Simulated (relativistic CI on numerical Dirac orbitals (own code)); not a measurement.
Br2+: q coefficients and field-shift factors

Computed by Dirac-Coulomb-Breit CI, separate exchange-only KLI orbitals for each configuration, valence Slater integrals scaled by 0.85, P86 correlation energy added to each configuration, derivatives by finite differences, QED left out (own radial code, finite nucleus).

Configuration list (outside the closed core [Ar] 3d10): 4s²4p³, 4s4p⁴, 4s²4p²4d, 4p⁵, 4s²4p²4f, 4s²4p4d², 4s²4p²5s, 4s4p³4d. Levels of other configurations are missing.

With x = (α/α₀)² − 1 an excitation energy changes as ω = ω₀ + qx; K = 2q/ω₀ is the relative enhancement. Terms are leading LS components, so labels can repeat. The field-shift factor is F = δν/δ⟨r²⟩ for the transition from the lowest level.

Lowest level 4s²4p³ ⁴S°3/2.

| Level | ω₀ (cm⁻¹) | q (cm⁻¹) | F (GHz/fm²) |
| --- | --- | --- | --- |
| 4s²4p³ ²D°3/2 | 15784.1 | -1108 | 0.0404 |
| 4s²4p³ ²D°5/2 | 16914.4 | 859.9 | 0.0365 |
| 4s²4p³ ²P°1/2 | 26226.5 | 961.4 | -0.0554 |
| 4s²4p³ ²P°3/2 | 27739.7 | 3752 | -0.0715 |
| 4s4p⁴ ⁴P5/2 | 107024.8 | 4907 | -5.27 |
| 4s4p⁴ ⁴P3/2 | 109549.2 | 7617 | -5.26 |
| 4s4p⁴ ⁴P1/2 | 110783.4 | 8679 | -5.26 |
| 4s4p⁴ ²D3/2 | 131974.0 | 5314 | -4.04 |
| 4s4p⁴ ²D5/2 | 132592.9 | 6456 | -4.12 |
| 4s²4p²4d ²P3/2 | 143215.0 | 2546 | -0.797 |
| 4s²4p²4d ²P1/2 | 145339.6 | 3885 | -0.855 |
| 4s²4p²4d ⁴F3/2 | 147441.2 | -1225 | 0.839 |
| 4s²4p²4d ⁴F5/2 | 148366.5 | -400.9 | 0.857 |

Correlation outside the listed configurations is missing or only estimated: errors of thousands of cm⁻¹ between configurations and terms are usual at this charge. Rates and lifetimes follow the computed energies and can be off by large factors. The fine structure of a lone outer electron comes out too small, for d and f at times inverted, and misplaced configurations move strength between like terms.

Problem. Which transition from the lowest level has the largest |K|?

Solution. 4s²4p³ ²P°3/2 at 27739.7 cm⁻¹, K = 0.27.
